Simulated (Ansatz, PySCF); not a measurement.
C2H4NO, SMILES CC([NH])=O (connectivity only; charge and spin as stated), charge -1, multiplicity 1.

Geometry: PBE0-D3(BJ)/def2-SVPD. The spin state was assumed, not searched. The isomer is the one that the SMILES or the coordinates give; other isomers of the formula were not compared. One conformer was computed; it need not be the lowest.

Estimates of the vertical detachment energy (IE) of the anion in eV. Rows of orbital energies are one-electron estimates, which approximate functionals can put far too low.

```
level                                                             IE
-------------------------------------------------------------  -----
−ε(HOMO), −ε(LUMO), CAM-B3LYP/def2-TZVPD (PySCF)                2.11
−ε(HOMO), −ε(LUMO), PBE/def2-TZVPD (PySCF)                     -0.64
ΔSCF, PBE0/def2-SVPD (Ansatz), final states of multiplicity 2   2.85
ΔSCF, PBE/def2-SVPD (Ansatz), final states of multiplicity 2       …
```

What belongs in the gaps? (An estimate is asked for; the answer gives what the named calculation found.)


- ΔSCF, PBE/def2-SVPD (Ansatz, a first-principles code), final states of multiplicity 2, IE: 2.86

What vertical singlet–triplet gap does ΔSCF give with PBE0/def2-SVPD (Ansatz) and with PBE/def2-SVPD (Ansatz)? (An estimate is asked for; the answer gives what the named calculation found.)

4.73 and 4.60 eV (triplet above singlet where positive).
